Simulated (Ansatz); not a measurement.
This triplet is an excited state, 2.24 eV above the relaxed singlet at the level frozen-core CCSD(T)/cc-pVTZ // PBE0-D3(BJ)/def2-TZVP (Ansatz, a program for electronic structure).

Species: CH₂GeN₂, SMILES `N#[C][Ge][NH2]` (excited triplet) (charge 0, multiplicity 3).

Question: Give a relaxed geometry from PBE0-D3(BJ)/def2-TZVP in Ansatz.

Answer: Several could match; the one computed here: the end point of this relaxation, one of several conformers (outside a Z-matrix the atoms follow the SMILES, hydrogens last).
Bonded distances (Å): N1–C2 1.158, C2–Ge3 1.900, Ge3–N4 1.847, N4–H5 1.013, N4–H6 1.013. Bond angles (°): N1–C2–Ge3 175.3, C2–Ge3–N4 112.5, Ge3–N4–H5 114.7, Ge3–N4–H6 114.7, H5–N4–H6 109.4.
